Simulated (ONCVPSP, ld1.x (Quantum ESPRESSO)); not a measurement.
**Hardness and transferability of assorted potentials**

Generated with ld1.x 7.5 (TM, RRKJ, ultrasoft, PAW), atompaw 4.2 or ONCVPSP 4.0.1. The cutoff is in Ry: for ld1.x and atompaw files where the sum of valence levels is converged to 10 mRy in a Bessel basis, for ONCV files where the hardest occupied wave has 1 mHa per electron of residual kinetic energy. The error is the largest all-electron minus pseudo excitation energy over each file’s own four to seven test configurations (ionisations up to +4, promotions, holes and added fractions of an electron), all of which were solved. The labels leave out finer settings (local radius, basis sizes, second energies), which also bear on the numbers. Spin-polarised tests are not counted. The rows are a selection from randomly drawn settings: files with unsolved tests, undetermined cutoffs or missed reference levels are left out.

A true bound ghost makes a file unfit for plane-wave use even where its test errors are small: the radial tests pick states by their node count and pass the ghost by.

| element | potential | cutoff (Ry) | largest error (meV) | bound ghosts |
| --- | --- | --- | --- | --- |
| Ar | TM, PBEsol, scalar-relativistic, rc 1.25/1.10/1.30 (spd), local s, core correction yes, reference 3s2 3p4 | 80 | +86 | none |
| Ar | ultrasoft, BLYP, fully relativistic, rc 1.05/1.15/0.80 (spd), local smoothed, core correction yes, reference 3s2 3p5 | 35 | +15 | none |
| Nb | ONCV, PBE, fully relativistic, rc 1.90/2.15/2.40 (spd), local smoothed, core correction yes, reference 4s2 4p6 4d4 5s0.5 5p0.5, qcut 5.8/6.2/5.3, projectors 2/2/2 | 28 | +6.1 | none |
| Tc | ONCV, PBEsol, scalar-relativistic, rc 1.50/1.60/2.10 (spd), local smoothed, core correction yes, reference 4s2 4p6 4d5 5s2, qcut 7.8/8/6.9, projectors 2/1/1 | 53 | +59 | none |
| Ba | ONCV, PBE, scalar-relativistic, rc 3.00/1.80/2.30 (spd), local smoothed, core correction no, reference 5s2 5p6 6s1, qcut 4.8/3.9/4.6, projectors 2/3/2 | 69 | -4.5 | s, p |
| Gd | ONCV, LDA (Perdew-Wang 92), scalar-relativistic, rc 2.20/2.25/3.00/0.80 (spdf), local smoothed, core correction yes, reference 4f7 5s2 5p6 5d1 6s1 6p1, qcut 4.2/5.8/6.2/18.8, projectors 2/2/2/2 | 315 | +5.8 | s, p |
| Hf | ONCV, PW91, scalar-relativistic, rc 1.44/1.95/2.10/1.15 (spdf), local smoothed, core correction no, reference 4f14 5s2 5p6 5d2 6s1.75, qcut 6.8/9/5.3/13.9, projectors 2/2/1/3 | 175 | -48 | none |
| Pb | ONCV, PBE, scalar-relativistic, rc 1.55/1.45/1.15 (spd), local smoothed, core correction no, reference 5s2 5p6 5d10 6s1.5 6p2.5, qcut 10.2/7.3/8.1, projectors 2/3/2 | 60 | -7.7 | p |

(1) Fill in the row for Rb: ONCV, PBE, scalar-relativistic, rc 2.65/1.50/2.75 (spd), local smoothed, core correction yes, reference 4s2 4p6 5s1, qcut 4.6/5.4/3.9, projectors 2/2/1.

Answers

(1) cutoff 34 Ry, largest error -268 meV, bound ghosts: none.
